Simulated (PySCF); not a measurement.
BH2N, SMILES N=B. Geometry optimised at B3LYP-D3(BJ)/def2-TZVPD.

Task: Give the equilibrium geometry at B3LYP-D3(BJ)/def2-TZVPD (PySCF confirms it by a frequency run) as Cartesian coordinates in Å, and its point group. (Estimate from the structure and the level; the computed values follow.)

Result: point group C∞v.
```xyz
4

B      0.0000     0.0000     0.6923
N      0.0000     0.0000    -0.5410
H      0.0000     0.0000     1.8591
H      0.0000     0.0000    -1.5332
```
